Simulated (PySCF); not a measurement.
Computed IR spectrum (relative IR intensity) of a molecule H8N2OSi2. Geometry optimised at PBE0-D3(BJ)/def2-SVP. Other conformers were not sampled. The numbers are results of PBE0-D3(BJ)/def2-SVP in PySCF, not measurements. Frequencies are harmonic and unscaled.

Lines under 2 % of the strongest are left out, and lines within 2 cm⁻¹ are merged.

ν (cm⁻¹): 150 (w), 178 (vw), 248 (m), 287 (m), 308 (m), 393 (w), 424 (s), 433 (vw), 503 (s), 509 (m), 678 (m), 699 (w), 763 (vs), 779 (w), 806 (m), 840 (m), 883 (s), 898 (vs), 937 (s), 977 (m), 1534 (m), 1540 (m), 2154 (s), 2200 (s), 2221 (m), 3588 (w), 3596 (w), 3691 (w), 3701 (m), 3918 (m) (against the strongest line: vs over 80 %, s over 45 %, m over 15 %, w over 4 %, vw less)

Task: Identify the compound among the candidates.
A) N[Si@@H](O)N[SiH3]
B) N[SiH2][Si@@H](N)O
C) N[SiH](N)O[SiH3]
D) N[SiH2]O[SiH2]N

Result: B, N[SiH2][Si@@H](N)O
